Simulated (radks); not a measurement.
Question: Species: the thallium ion Tl63+. Configuration: [Ar]. Calculated with a radial shooting solver on a logarithmic mesh with Libxc functionals: scalar-relativistic Kohn-Sham, LDA (Slater exchange, Perdew-Wang correlation), spin-polarised, spherical densities, finite nucleus; Fermi nuclear charge, rms radius 5.4759 fm. Some entries of the table are withheld. Estimate them.

orbital  occ.  eigenvalue (hartree)  r(max) (bohr)  <1/r> (bohr^-1)
1s          2             -3325.050        0.01004            99.31
2s          2             -737.4658        0.05798            23.51
2p          6             -660.4194        0.04811              (1)
3s          2             -288.5778         0.1576            9.345
3p          6             -266.0858            (2)              (3)

Answer: 
(1) 2p <1/r> (bohr^-1): 20.75
(2) 3p r(max) (bohr): 0.1557
(3) 3p <1/r> (bohr^-1): 8.548
